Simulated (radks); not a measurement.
Ru XLIV, configuration 1s1. Method: Dirac Kohn-Sham, BLYP, spin-unpolarised, spherical densities, finite nucleus; Fermi nuclear charge, rms radius 4.4809 fm; computed with a radial shooting solver on a logarithmic mesh with Libxc functionals.

Normalised radial functions P(r) = r R(r) (large component), r in bohr:

```
   r/bohr * 1s1/2 (the largest magnitude, 4.86, reaches the edge; | marks zero)
 0.001329 |         *
 0.001547 |          *
 0.001787 |           *
 0.002081 |             *
 0.002422 |               *
  0.00282 |                 *
 0.003283 |                    *
 0.003791 |                      *
 0.004413 |                         *
 0.005138 |                            *
 0.005981 |                               *
 0.006963 |                                   *
 0.008042 |                                      *
 0.009362 |                                          *
   0.0109 |                                             *
  0.01269 |                                                *
  0.01465 |                                                   *
  0.01706 |                                                     *
  0.01986 |                                                      *
  0.02312 |                                                      *
  0.02691 |                                                     *
  0.03108 |                                                  *
  0.03618 |                                              *
  0.04212 |                                         *
  0.04904 |                                   *
  0.05709 |                            *
  0.06593 |                      *
  0.07676 |               *
  0.08936 |          *
    0.104 |      *
   0.1211 |   *
```

1s1/2: eigenvalue -26684 eV, 0 radial nodes, <r> = 0.0330 bohr, 90 % of the charge inside 0.0589 bohr.
